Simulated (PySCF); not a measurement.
PySCF input file for ClK, SMILES [Cl][K] (connectivity only; charge and spin as stated), charge +1, multiplicity 2, B3LYP-D3(BJ)/def2-TZVPD. Geometry optimised at B3LYP-D3(BJ)/def2-TZVPD. The spin state was assumed, not searched.

```python
import numpy as np
from pyscf import gto, scf, dft, df
from pyscf.hessian import thermo

mol = gto.M(
    atom='''
    K     0.00000000    0.00000000   -1.56749102
    Cl    0.00000000    0.00000000    1.75190173
    ''',
    basis='def2-TZVPD',
    charge=1,
    spin=1,
    max_memory=1600,
    verbose=3,
)
mf = dft.UKS(mol, xc='b3lyp').density_fit(auxbasis='def2-universal-jkfit')
mf.disp = 'd3bj'
mf.grids.level = 3
mf.conv_tol = 1e-11
mf.max_cycle = 100
mf.kernel()
fine, coarse = mf.grids, dft.Grids(mol).set(level=1).build(with_non0tab=True)
for _ in range(3):  # follow internal instabilities
    mf.grids = coarse
    mo, _, stable, _ = mf.stability(return_status=True, nroots=4)
    mf.grids = fine
    if stable:
        break
    mf.kernel(mf.make_rdm1(mo, mf.mo_occ))

# [left out here: the lines that compute and print the analytic Hessian (its translational invariance restored by hand, since the grid's response is missing), thermochemistry and intensities]
```

Program output:

```

WARN: HOMO -0.365298510887383 >= LUMO -0.365298510887387

converged SCF energy = -1059.93667919328  <S^2> = 0.75326478  2S+1 = 2.0032621
<class 'pyscf.df.df_jk.DFUKS'> wavefunction is stable in the internal stability analysis

WARN: DFTD3 does not support analytical Hessian, using finite difference


WARN: Mole.unit (angstrom) is changed to Bohr

Mode                                 0
Irrep
Freq [cm^-1]                       79.2276
Reduced mass [au]                  37.0960
Force const [Dyne/A]                0.1372
Char temp [K]                     113.9908
Normal mode                   x     y     z
       0   K                 0.00  0.00  0.11
       1  Cl                 0.00  0.00 -0.12
temperature 298.1500 [K]
pressure 101325.00 [Pa]
Rotational constants [GHz] inf 2.46697 2.46697
Symmetry number 1
Zero-point energy (ZPE) 0.00018 [Eh]   473.886 [J/mol]
                           tot       elec      trans        rot        vib
Entropy [J/mol/K]       258.067      5.763    162.517     73.428     16.359
Cv [J/mol/K]             29.000      0.000     12.472      8.314      8.214
Cp [J/mol/K]             37.315      0.000     20.786      8.314      8.214
Internal energy [J/mol]                      3718.434   2478.956   2509.079
Internal energy [Eh]   -1059.93336  -1059.93668
Enthalpy [J/mol]                             6197.391   2478.956   2509.079
Enthalpy [Eh]          -1059.93242
Gibbs free energy [J/mol]                  -42257.010 -19413.495  -2368.383
Gibbs free energy [Eh] -1059.96172
mode   freq/cm-1   IR/(km/mol)
   1       79.23        16.173
max |gradient| / (hartree/bohr): 6.422052236701426e-05
APT charges: [0.9816 0.0184]
```

Self-consistency was reached.

Cost: around 14 core-seconds (rough).
